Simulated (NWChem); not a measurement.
Species: B₂, triplet; SMILES [B][B]

```xyz
2

B      0.0000     0.0000    -0.8128
B      0.0000     0.0000     0.8128
```
Atoms are numbered in this order, from 1.

The geometry was optimised at PBE0/def2-SVP, spin-unrestricted. No stability test was run on the SCF state.

### Question
List the 4 lowest vertical excitations from LDA (Slater exchange, VWN5)/6-31+G* (spherical d), spin-unrestricted, TDA (NWChem).

### Answer
```json
[
 {"state": "state 1", "energy (eV)": "0.56", "oscillator strength": "0.002", "<S²>": "2.01"},
 {"state": "state 2", "energy (eV)": "0.56", "oscillator strength": "0.002", "<S²>": "2.01"},
 {"state": "state 3", "energy (eV)": "0.89", "oscillator strength": "0.000", "<S²>": "3.96"},
 {"state": "state 4", "energy (eV)": "2.06", "oscillator strength": "0.000", "<S²>": "2.00"}
]
```
